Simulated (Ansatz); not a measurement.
Consider the atomization: `[Cl][Sb]([Cl])[Cl]` → 3 Cl• + Sb•.

Computed with Ansatz on PBE0-D4/def2-TZVP structures; ΔE is electronic, products minus reactants. CBS: MP2 limit from def2 TZ/QZ plus the TZ coupled-cluster correction, frozen cores. This one scheme is used for every species, atoms too. No spin–orbit coupling; open shells (•) take unrestricted orbitals. Spin–orbit coupling would lower the free atoms: a little for Cl. def2 core potentials past Kr. Bonds to Sb are less sure, by a few kJ/mol each and by 10 to 20 or more in all where they break to atoms, as the def2 sets lack core-valence functions.

| species | HF/def2-SVP energy (Eh) |
| --- | --- |
| `[Cl][Sb]([Cl])[Cl]` | -1617.42881 |
| Cl• | -459.31930 |
| Sb• | -239.27335 |

**Question.** Work out ΔE.

**Answer.** ΔE = 3 × (-459.31930) + (-239.27335) − (-1617.42881) = 0.19756 Eh = +518.7 kJ/mol. CCSD(T)/CBS gives +972.1 kJ/mol.

Largest T1 diagnostic among the species: 0.012.

In def2-TZVPP, CCSD(T) changes the Hartree–Fock value by +324.2 kJ/mol (the triples alone add +39.7 kJ/mol) and MP2 by +370.8 kJ/mol; breaking electron pairs costs correlation energy, which Hartree–Fock lacks. From BLYP to BHLYP (50 % exact exchange), in def2-TZVPP and without D4, ΔE moves by −70.0 kJ/mol: exact exchange takes away binding that semilocal exchange gives to molecules.

For atomizations the MP2-based limit and the directly extrapolated one differ by several kJ/mol either way, and by 10 to 25 for some Ge, Se and Sn compounds, so smaller differences from it don't rank the levels.
